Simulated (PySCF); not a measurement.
## How methods differ on the excitation energy of Pb

Pb [Xe] 4f14 5d10 6s2 6p2 (3P) → Pb [Xe] 4f14 5d10 6s1 6p2 6d1 (high-spin determinant), as a difference of total energies. Calculation: PySCF 2.14, in aug-cc-pwCVTZ-DK3; scalar relativity by spin-free X2C-1e. Correlated levels: valence: [Xe] 4f14 5d10 frozen; valence and next inner shell: [Kr] 4d10 4f14 frozen. The calculations carry no spin-orbit coupling.

| method | excitation energy (cm⁻¹) |
| --- | --- |
| UHF | 90466 |
| LDA | 108300 |
| PBE | 104880 |
| PBE0 | 103070 |
| r2SCAN | 104210 |
| MP2 (valence) | 96266 |
| SCS-MP2 (valence) | 98405 |
| MP2 (valence and next inner shell) | 107000 |
| SCS-MP2 (valence and next inner shell) | 107210 |

Spin-orbit coupling is strong in these open shells (close to jj coupling). The scalar numbers leave it out and a first-order estimate fails, so it can dominate the gap to the real levels.

The upper state lies above the first ionisation limit.

The promoted electron is Rydberg-like, and one or two diffuse shells describe it only roughly, which tends to raise the upper state.

The determinant of the upper state mixes LS terms, which raises its energy above the lowest term, most at the Hartree-Fock and MP2 levels.
